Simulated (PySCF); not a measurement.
**Correlation energy of Kr (krypton, neutral)**

[Ar] 3d10 4s2 4p5 4d1, one real determinant (an excited configuration). Computed with PySCF 2.14 in aug-cc-pVTZ-PP with one added diffuse shell each of s, d, f type with ECP10MDF (7s5p5d3f, 68 functions), with a scalar-relativistic core potential. Frozen: 3s2 3p6 3d10; 8 electrons correlated.

| level | correlation energy (mhartree) |
| --- | --- |
| CCSD | -170.36 |
| (T) | -5.10 |
| CCSD(T) | -175.46 |

Diagnostics: T1 = 0.014, D1 = 0.0507, largest double amplitude 0.032.

Q: Is a single reference adequate?

A: Yes, within this model without spin-orbit coupling: T1 lies below 0.03 and no double amplitude reaches 0.07.

The reference is one real determinant that mixes LS terms of this configuration.
